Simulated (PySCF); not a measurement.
# Basis and Hamiltonian dependence of the ionisation energy of Ti+

Ti+ [Ar] 3d2 4s1 (4F) → Ti(2+) [Ar] 3d2 (3F). Calculated with PySCF 2.14 from differences of total energies of unrestricted determinants, without spin-orbit coupling. Values in eV.

| basis | Hamiltonian | functions | UHF | PBE | PBE0 | MP2 (valence) | CCSD(T) (valence) | CCSD(T) (valence and next inner shell) |
| --- | --- | --- | --- | --- | --- | --- | --- | --- |
| 6-31G* | non-relativistic | 34 | 12.836 | 13.751 | n/a | 12.914 | n/a | n/a |
| Sapporo-DKH3-DZP-2012 | spin-free X2C | 43 | 12.935 | n/a | n/a | 13.080 | n/a | n/a |
| jorge-DZP-DKH | spin-free X2C | 43 | 12.916 | n/a | 13.746 | 13.040 | n/a | n/a |
| def2-TZVP | non-relativistic | 45 | 12.860 | 13.893 | n/a | 13.004 | n/a | n/a |
| pcseg-2 | non-relativistic | 56 | 12.864 | n/a | n/a | 13.026 | n/a | n/a |
| aug-cc-pVDZ | non-relativistic | 59 | 12.866 | 13.897 | 13.687 | 13.011 | 13.067 | n/a |
| ANO-RCC-VTZP | spin-free X2C | 59 | 12.930 | 14.009 | 13.785 | 13.104 | 13.159 | 13.540 |
| x2c-TZVPPall | spin-free X2C | 64 | 12.941 | 13.998 | 13.780 | 13.116 | 13.170 | 13.566 |
| jorge-TZP-DKH | spin-free X2C | 65 | 12.942 | n/a | n/a | n/a | n/a | 13.514 |
| cc-pVTZ | non-relativistic | 68 | 12.852 | 13.918 | 13.696 | 13.028 | n/a | n/a |
| aug-cc-pVTZ-DK | spin-free X2C | 93 | 12.940 | 14.021 | 13.795 | 13.122 | 13.178 | n/a |
| x2c-QZVPPall | spin-free X2C | 96 | 12.938 | 14.014 | 13.790 | 13.123 | 13.180 | 13.584 |
| aug-cc-pVTZ with one added diffuse shell each of s, p, d, f, g type | non-relativistic | 118 | 12.852 | 13.921 | 13.697 | 13.030 | n/a | n/a |
| aug-cc-pVQZ-DK | spin-free X2C | 140 | 12.936 | 14.024 | 13.796 | 13.127 | n/a | n/a |

Extrapolation of MP2 (valence) from aug-cc-pVTZ-DK and aug-cc-pVQZ-DK: the correlation parts are 0.182 and 0.190 eV; with the X⁻³ form and unrounded values, (4³ × 0.190 − 3³ × 0.182)/(4³ − 3³) = 0.197 eV, and adding the Hartree-Fock value 12.936 eV of the larger basis gives 13.133 eV.

Frozen in the all-electron rows: valence: [Ar]; valence and next inner shell: [Ne].

Non-relativistic rows lack the scalar-relativistic shift.

Between the lowest levels the reference is 13.575 eV (measured; NIST Atomic Spectra Database, ionization energies); it includes spin-orbit coupling, which these numbers lack.
